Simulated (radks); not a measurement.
The numbers below are computed, except where a source is named.
A nucleus of charge 54.1 with 54 electrons, configuration [Xe]. Level of theory: Dirac Kohn-Sham, LDA (Slater exchange, Perdew-Wang correlation), spin-unpolarised, spherical densities, point nucleus (a radial shooting solver on a logarithmic mesh with Libxc functionals).

Unscreened Slater integrals over Kohn-Sham orbitals (eV). Large and small components are both included.

| integral | value |
|---|---|
| F0(5p3/2,5p3/2) | 10.598 |
| F2(5p3/2,5p3/2) | 5.5934 |
| F0(5p3/2,5p1/2) | 10.870 |
| G2(5p3/2,5p1/2) | 5.7109 |
| F0(5p3/2,5s1/2) | 11.699 |
| G1(5p3/2,5s1/2) | 7.4737 |
| F0(5p3/2,4d5/2) | 13.500 |
| F2(5p3/2,4d5/2) | 3.5077 |
| G1(5p3/2,4d5/2) | 1.0241 |
| G3(5p3/2,4d5/2) | 0.96050 |
| F0(5p1/2,5p1/2) | 11.167 |
| F0(5p1/2,5s1/2) | 12.084 |
| G1(5p1/2,5s1/2) | 8.0244 |
| F0(5p1/2,4d5/2) | 14.139 |
| G3(5p1/2,4d5/2) | 1.1217 |
| F0(5s1/2,5s1/2) | 13.303 |
| F0(5s1/2,4d5/2) | 16.364 |
| G2(5s1/2,4d5/2) | 1.9371 |
| F0(4d5/2,4d5/2) | 27.957 |
| F2(4d5/2,4d5/2) | 14.146 |
| F4(4d5/2,4d5/2) | 9.3988 |
